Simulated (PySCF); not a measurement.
Species: C8H9NSi.
Bonds: N1–C2, C2–C3 (aromatic), C3–C4 (aromatic), C4–C5 (aromatic), C5–C6 (aromatic), C6–C7 (aromatic), C7–C8, C8–C9 (double), C9–Si10, C2–C7 (aromatic), C6–Si10. Hydrogens: H11, H12 on N1; H13 on C3; H14 on C4; H15 on C5; H16 on C8; H17 on C9; H18, H19 on Si10.

The same species was optimised twice, with GFN2-xTB and with PBE0-D3(BJ)/def2-SVP (PySCF), and the same property calculations (PySCF, gas phase) were run on both structures.

```csv
coordinate,GFN2-xTB,PBE0-D3(BJ)/def2-SVP,change
C7–C8 (Å),1.455,1.473,+0.018
C8=C9 (Å),1.339,1.352,+0.013
C2–C7 (Å),1.400,1.411,+0.011
C5–C6 (Å),1.379,1.389,+0.010
C9–Si10 (Å),1.879,1.870,-0.009
C4–C5 (Å),1.390,1.399,+0.009
C2–C3 (Å),1.399,1.408,+0.009
C3–C4 (Å),1.379,1.388,+0.009
C6–C7 (Å),1.406,1.415,+0.009
C6–Si10 (Å),1.888,1.882,-0.006
N1–C2 (Å),1.382,1.381,-0.001
C6–Si10–C9 (°),89.0,92.4,+3.4
C8–C9–Si10 (°),110.6,107.7,-2.9
C7–C6–Si10 (°),109.2,106.8,-2.4
C5–C6–Si10 (°),130.5,132.3,+1.8
C7–C8–C9 (°),117.0,118.3,+1.3
N1–C2–C3 (°),119.4,120.4,+1.0
C4–C5–C6 (°),119.7,118.8,-0.9
C2–C7–C8 (°),125.7,124.9,-0.8
```

Rotational constants: A = 2009, B = 1076, C = 706.8 MHz (GFN2-xTB) against A = 1975, B = 1074, C = 701.7 MHz (PBE0-D3(BJ)/def2-SVP).

On the GFN2-xTB structure: HOMO (eV) -5.80 [PBE0/pcSseg-1]; LUMO (eV) -1.26 [PBE0/pcSseg-1]; dipole (D) 1.96 [PBE0/pcSseg-1]; GIAO shielding of N1 (ppm) 195.3 [PBE0/pcSseg-1]; GIAO shielding of C2 (ppm) 39.8 [PBE0/pcSseg-1]; GIAO shielding of C3 (ppm) 66.2 [PBE0/pcSseg-1]; GIAO shielding of C4 (ppm) 52.8 [PBE0/pcSseg-1]; GIAO shielding of C5 (ppm) 57.6 [PBE0/pcSseg-1]; GIAO shielding of C6 (ppm) 45.5 [PBE0/pcSseg-1]; GIAO shielding of C7 (ppm) 50.8 [PBE0/pcSseg-1]; GIAO shielding of C8 (ppm) 34.2 [PBE0/pcSseg-1].

Question: What do these properties become on the PBE0-D3(BJ)/def2-SVP structure?

Answer: 
```csv
property,level,on GFN2-xTB,on PBE0-D3(BJ)/def2-SVP,change
HOMO (eV),PBE0/pcSseg-1,-5.80,-5.88,-0.08
LUMO (eV),PBE0/pcSseg-1,-1.26,-1.35,-0.09
dipole (D),PBE0/pcSseg-1,1.96,2.31,+0.35
"energy, GFN2-xTB geometry as zero (kcal/mol)",PBE0/pcSseg-1,0.0,-1.5,-1.5
GIAO shielding of N1 (ppm),PBE0/pcSseg-1,195.3,192.7,-2.6
GIAO shielding of C2 (ppm),PBE0/pcSseg-1,39.8,37.6,-2.2
GIAO shielding of C3 (ppm),PBE0/pcSseg-1,66.2,64.1,-2.1
GIAO shielding of C4 (ppm),PBE0/pcSseg-1,52.8,49.7,-3.1
GIAO shielding of C5 (ppm),PBE0/pcSseg-1,57.6,56.4,-1.2
GIAO shielding of C6 (ppm),PBE0/pcSseg-1,45.5,45.5,0.0
GIAO shielding of C7 (ppm),PBE0/pcSseg-1,50.8,48.0,-2.8
GIAO shielding of C8 (ppm),PBE0/pcSseg-1,34.2,29.9,-4.3
```

The heavy atoms differ by 0.033 Å rms after alignment. Among bonds between heavy atoms C7–C8 changes most (+0.018 Å). Changes are differences of the printed values. Neither structure is proved a minimum here.

Shape of the structure used: `[NH2:1][c:2]1[cH:3][cH:4][cH:5][c:6]2[c:7]1[CH:8]=[CH:9][SiH2:10]2`: H–N1–C2–C3 18°, H–N1–C2–C3 155°.
